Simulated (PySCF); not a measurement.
**C₆ coefficients of unlike pairs at PBE0**

Calculated with PySCF 2.14 from the dipole response of each species, C₆(A,B) = (3/π) ∫ α_A(iu) α_B(iu) du, in atomic units, from isotropic polarisabilities. For ions this is the dispersion term alone; charge-induced terms of lower order in 1/R come first.

| species | configuration | basis | relativity | α (bohr³) | C₆ (like pair) |
| --- | --- | --- | --- | --- | --- |
| Rb | [Kr] 5s1 (2S) | aug-cc-pVTZ-X2C (8s7p5d2f) | spin-free X2C | 390.6 | 6255 |
| Re | [Xe] 4f14 5d5 6s2 (6S) | def2-QZVPPD with the def2 core potential (60 electrons) (7s6p4d4f2g) | core potential | 68.86 | 808.5 |
| As³⁺ | [Ar] 3d10 4s2 (1S) | aug-cc-pVTZ-DK (7s6p4d2f) | spin-free X2C | 6.985 | 20.96 |
| Mg | [Ne] 3s2 (1S) | dyall-acv3z (20s13p7d4f) | none | 74.97 | 673.9 |

**Question.** Estimate C₆ for Mg with As³⁺.

**Answer.** The integral gives 98.90. The combination rule 2 C_A C_B / (C_A α_B/α_A + C_B α_A/α_B) gives 98.17 and the geometric mean 118.8.

No spin-orbit coupling is included.

The other pairs:

| pair | C₆ |
| --- | --- |
| As³⁺, Re | 122.3 |
| Re, Rb | 1819 |
| As³⁺, Rb | 223.2 |
| Mg, Re | 716.9 |
| Mg, Rb | 1824 |
